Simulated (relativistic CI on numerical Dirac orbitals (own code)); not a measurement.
d8 in a ligand field

Computed with a parametric ligand-field model of a d^n configuration (Racah B and C, spin-orbit zeta, crystal field), exact diagonalisation.

Field parameters in Wybourne normalisation: D3d B²₀ = −7Dσ, B⁴₀ = −14Dq − 21Dτ, B⁴₃ = −14√(10/7) Dq; D4h B²₀ = −7Ds, B⁴₀ = 21(Dq − Dt), B⁴₄ = 21√(5/14) Dq; Oh B⁴₀ = 21Dq, B⁴₄ = √(5/14) B⁴₀. The field is a parameter set, without covalency.

Problem. A d8 ion in Oh symmetry has the ground term 3A2 and bands at 3T2 3250 cm⁻¹ (3077 nm), 3T1 5491 cm⁻¹ (1821 nm), 1E 6187 cm⁻¹ (1616 nm), 1T2 9223 cm⁻¹ (1084 nm), 1A1 10037 cm⁻¹ (996 nm), 3T1 10559 cm⁻¹ (947 nm). Which parameters reproduce them?

Solution. B = 420, C = 1560, ζ = 0 cm⁻¹, Oh, 10Dq = 3250 cm⁻¹.

Problem. Ground term and bands for B = 620, C = 2550, ζ = 0 cm⁻¹, D4h, 10Dq = 38550, Ds = 3000, Dt = -290 cm⁻¹?

Solution. Ground term 3B1 with 2.00 electrons in the two orbitals of the cubic e set. Spin-allowed: 3A2 35184 cm⁻¹ (284 nm), 3B2 38550 cm⁻¹ (259 nm), 3E 39583 cm⁻¹ (253 nm), 3E 54755 cm⁻¹ (183 nm). Lowest spin-forbidden: 1A1 3132 cm⁻¹ (3193 nm), 1B1 10008 cm⁻¹ (999 nm), 1A1 25921 cm⁻¹ (386 nm).

Problem. A d8 ion in Oh symmetry has the ground term 3A2 and bands at 3T2 4700 cm⁻¹ (2128 nm), 3T1 8186 cm⁻¹ (1222 nm), 1E 15716 cm⁻¹ (636 nm), 1T2 19809 cm⁻¹ (505 nm), 3T1 21364 cm⁻¹ (468 nm), 1A1 24081 cm⁻¹ (415 nm). Which parameters reproduce them?

Solution. B = 1030, C = 4290, ζ = 0 cm⁻¹, Oh, 10Dq = 4700 cm⁻¹.

Problem. Ground term and bands for B = 360, C = 1730, ζ = 0 cm⁻¹, Oh, 10Dq = 3250 cm⁻¹?

Solution. Ground term 3A2 with 2.00 electrons in the two orbitals of the cubic e set. Spin-allowed: 3T2 3250 cm⁻¹ (3077 nm), 3T1 5415 cm⁻¹ (1847 nm), 3T1 9735 cm⁻¹ (1027 nm). Lowest spin-forbidden: 1E 6120 cm⁻¹ (1634 nm), 1T2 9201 cm⁻¹ (1087 nm), 1A1 9669 cm⁻¹ (1034 nm). With an A2 ground term the first spin-allowed band lies at |10Dq| itself.

Problem. Ground term and bands for B = 840, C = 3490, ζ = 0 cm⁻¹, D3d, 10Dq = 22800, Dσ = 740, Dτ = -50 cm⁻¹?

Solution. Ground term 3A2 with 2.00 electrons in the two orbitals of the cubic e set. Spin-allowed: 3A1 22062 cm⁻¹ (453 nm), 3E 22914 cm⁻¹ (436 nm), 3E 31151 cm⁻¹ (321 nm), 3A2 31465 cm⁻¹ (318 nm). Lowest spin-forbidden: 1E 13497 cm⁻¹ (741 nm), 1A1 24334 cm⁻¹ (411 nm), 1A1 35242 cm⁻¹ (284 nm).
